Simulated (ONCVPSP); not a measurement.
**Cutoff test, molybdenum (Mo), ONCV**

| Item | Value |
| --- | --- |
| Element | molybdenum (Mo) |
| Generator | ONCVPSP 4.0.1 |
| Type | optimised norm-conserving Vanderbilt (ONCV) |
| Functional | LDA (Perdew-Zunger) |
| Relativity | scalar-relativistic |
| Frozen core | [Ar] 3d10 |
| Valence charge | 14 |
| Reference configuration | 4s2 4p6 4d5 5s0.5 5p0.5 |
| Partial waves | 4s+5s: rc 1.55 bohr, ncon 4, nbas 7, qcut 9.2 1/bohr, 2 projectors; 4p+5p: rc 2.25 bohr, ncon 3, nbas 7, qcut 7.4 1/bohr, 2 projectors; 4d: rc 2.15 bohr, ncon 3, nbas 7, qcut 7.7 1/bohr, 2 projectors, debl 1.8 Ha |
| Local potential | polynomial inside 1.00 bohr (lpopt 5, dvloc0 0 Ha) |
| Core correction | polynomial model core, fcfact 0.55 |

Problem. For each optimised wave give the share of its norm inside rc, the residual kinetic energy above qcut (Ha) and the cutoffs (Ha) for errors of 10, 1, 0.1 and 0.01 mHa per electron.

Solution.

```
         wave  norm inside rc  residual KE  10 mHa  1 mHa  0.1 mHa  0.01 mHa
           4s           0.877      2.0e-07    20.5   26.3     31.2      35.2
           5s           0.039      3.4e-08    15.2   22.7     28.8      33.5
           4p           0.970      1.0e-09    10.0   13.0     15.8      18.2
           5p           0.039      2.5e-10     6.1    9.5     12.5      15.1
           4d           0.661      1.3e-08    13.2   17.4     20.9      23.8
d projector 2           0.140      1.0e-07    14.1   18.6     22.3      25.1
```

The occupied waves need 26 Ha and 31 Ha for 1 and 0.1 mHa. Note: no bound ghost flagged; GHOST(+) flagged for s at 133.3 eV.
